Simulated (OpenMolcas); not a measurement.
Re3+.

```json
{
 "Program": "OpenMolcas 26.06",
 "Basis": "ANO-RCC-VQZP [9s8p6d4f3g2h]",
 "Scalar Hamiltonian": "DKH2, point nucleus",
 "Active space": "10 electrons in 8 orbitals (RAS1 5p, at most 2 holes; RAS2 5d)",
 "State averaging": "2S+1 = 5 even, 5 roots; 2S+1 = 3 even, 45 roots; 2S+1 = 1 even, 50 roots",
 "Spin-orbit coupling": "state interaction with AMFI integrals over the reference wave functions, term energies averaged over their components"
}
```

Two sets of levels on these reference wave functions, in cm-1 above 5d4 5D0: one from RASSCF and one from MS-RASPT2, IPEA 0.25 Eh, imaginary shift 0.1 Eh (closed shells correlated: 5s).

```json
{"Level": "5d4 5D0 [67 %]", "Set 1": "0.0", "Set 2": "0.0"}
{"Level": "5d4 5D1", "Set 1": "2910", "Set 2": "3340"}
{"Level": "5d4 5D2", "Set 1": "5840", "Set 2": "6430"}
{"Level": "5d4 5D3", "Set 1": "8430", "Set 2": "8930"}
{"Level": "5d4 5D4 [75 %]", "Set 1": "10580", "Set 2": "10770"}
{"Level": "5d4 3P0(1) [56 %]", "Set 1": "17030", "Set 2": "15740"}
{"Level": "5d4 3H4 [57 %]", "Set 1": "20200", "Set 2": "17920"}
{"Level": "5d4 3P1(1)", "Set 1": "23270", "Set 2": "21120"}
{"Level": "5d4 3G3 [56 %]", "Set 1": "23690", "Set 2": "21290"}
{"Level": "5d4 3F2(1) [69 %]", "Set 1": "24200", "Set 2": "21630"}
{"Level": "5d4 3H5", "Set 1": "24720", "Set 2": "22110"}
{"Level": "5d4 3H6", "Set 1": "26920", "Set 2": "23980"}
{"Level": "5d4 3P2(1) [57 %]", "Set 1": "29340", "Set 2": "26400"}
{"Level": "5d4 3F3(1) [52 %]", "Set 1": "31430", "Set 2": "28510"}
{"Level": "5d4 3D3 [54 %]", "Set 1": "33380", "Set 2": "30460"}
{"Level": "5d4 3G5", "Set 1": "34740", "Set 2": "32050"}
```

Q: Which set is which?

A: Set 2 is MS-RASPT2. Its levels of the other terms of 5d4 lie at 0.89 to 0.92 of the other set's values, as expected, since terms of lower spin or lower L gain more correlation energy than the Hund ground term. Against 11 measured levels (the list in Brasseur, Gamrath and Quinet, At. Data Nucl. Data Tables 157, 101636 (2024)) the mean absolute deviation is 1100 cm-1 with it and 2600 cm-1 without; single levels miss by up to 2000 cm-1 with it.

CASPT2 breaks the degeneracy within a term, and the mean is taken; among the terms shown or strongly mixed into the levels shown the widest spread is 1300 cm-1 (5d4 1I, MS-RASPT2). Active for correlation alone: 5p; no level in the range computed is led by a configuration that opens it, so any true level of that kind is missing. Without dynamic correlation excited terms often stand tens of per cent too high (terms of higher spin than the ground term too low), and those without a measured partner can miss by more than the paired ones (holds for RASSCF). Some levels mix across a computed gap that differs much from the measured one, so their mixing is not that of the real levels (holds for RASSCF). The CASPT2 spread within a term exceeds the gap to the next term for 5d4 3P(1) and 5d4 3H, 5d4 1I and 5d4 3D, so the order of their levels is uncertain (holds for MS-RASPT2). Computed and measured levels are paired by configuration, term and J; levels that our copy of the source lacks, or whose pairing is in doubt (as where it misses far off the trend of its configuration), stay unpaired and out of the deviations. Levels of configurations outside the active space are missing. Levels that lie high or do not pair safely by name in every column are left out.

A share in square brackets marks a mixed level and gives the weight of the term that names it, the lowest over the columns. A number in round brackets counts repeated terms of one configuration in the order of the reference energies.
